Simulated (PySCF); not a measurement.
# How methods differ on the ionisation energy of Br

Br [Ar] 3d10 4s2 4p5 (2P) → Br⁺ [Ar] 3d10 4s2 4p4 (3P), as a difference of total energies. All numbers are calculated (PySCF 2.14, no relativity, point nucleus, in pcseg-2). Correlated levels: valence: [Ar] 3d10 frozen. The calculations carry no spin-orbit coupling.

| method | ionisation energy (eV) | difference from reference (eV) |
| --- | --- | --- |
| UHF | 10.767 | -1.077 |
| PBE0 | 11.850 | +0.006 |
| B3LYP | 11.959 | +0.115 |
| MP2 (valence) | 11.575 | -0.269 |
| SCS-MP2 (valence) | 11.572 | -0.272 |
| CCSD (valence) | 11.575 | -0.269 |
| CCSD(T) (valence) | 11.607 | -0.237 |

Reference: 11.844 eV (measured; NIST levels, between the centres of gravity of the two terms).

These non-relativistic numbers lack the scalar-relativistic shift.

Errors of the correlated levels include the incompleteness of this basis and the frozen core.
